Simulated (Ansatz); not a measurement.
C2H5S, SMILES [CH2]SC, multiplicity 2.

Geometry: r2SCAN-D4/def2-TZVP. The isomer is the one that the SMILES or the coordinates give; other isomers of the formula were not compared.

Two levels are set side by side: PBE/def2-SVPD (Ansatz, a quantum-chemistry and plane-wave program) and ωB97X-V/def2-SVPD (Ansatz). Energy differences of separate SCF runs at the same geometry; the states with an electron removed or added have multiplicity 1 and 1. Differences are taken from unrounded values.

```json
[
 {"quantity": "vertical ionisation energy (eV)", "ωB97X-V": "7.25"}
]
```

Task: What does PBE give, and how far is it from ωB97X-V? (Estimate from the structure and the level; the computed values follow.)

Result: 
| quantity | PBE | PBE minus ωB97X-V |
|---|---|---|
| vertical ionisation energy (eV) | 7.09 | -0.16 |
